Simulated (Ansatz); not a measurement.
This singlet lies 1.52 eV below the relaxed triplet at the level frozen-core CCSD(T)/cc-pVTZ // PBE0-D3(BJ)/def2-TZVP (Ansatz, a quantum-chemistry and plane-wave program).

A geometry relaxed with PBE0-D3(BJ)/def2-TZVP in Ansatz, charge 0, multiplicity 1:

```xyz
5

S      0.9738    -0.6041     0.0411
H      2.0757     0.1571    -0.0070
O     -1.3821     0.3366    -0.0242
H     -1.5301    -0.6270     0.0386
C     -0.1373     0.7373    -0.0484
```

Write the SMILES of this molecule.

`O[C]S`
